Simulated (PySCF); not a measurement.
Level of theory: B3LYP-D3(BJ)/def2-TZVPD // PBE0-D4/def2-TZVPD (PySCF). All species are isolated molecules in the gas phase. B3LYP has the VWN-RPA correlation part, as in Gaussian. 

Reference species (SMILES): `[H]/[C-]=C\C#N` (not the most acidic site) (charge -1, multiplicity 1).

```json
{
  "HOMO": "-0.19 eV"
}
```

Changed species: `C=[C-]C#N` (proton removed from C2; the reference has proton removed from C1).

Problem. Predict the effect on the HOMO.

Solution. the HOMO hardly moves.
